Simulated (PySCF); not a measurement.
From a computed spectrum to the compound

A species of 3 atoms with charge 1 has these harmonic modes (PBE, small Gaussian bases with core potentials, PySCF 2.14.0):

| cm⁻¹ | km/mol | symmetry |
| --- | --- | --- |
| 759 | 0.4 | πu |
| 759 | 0.4 | πu |
| 1890 | 0.0 | σg+ |
| 1992 | 19.1 | σu+ |

(1) Which species is it, and in which structure?

## Answers

(1) [TlH2]+ (singlet):
```xyz
3

Tl    0.0000    0.0000    0.0000
H     0.0000    0.0000    1.6870
H     0.0000    0.0000   -1.6870
```
Ideal gas at 298.15 K and 1 bar: S = 215.4 J/(mol K), Cp = 35.3 J/(mol K), H − H(0 K) = 9.2 kJ/mol (rigid rotor, harmonic modes, spin degeneracy alone). 
 The answer isn't unique; the calculation gave this one.
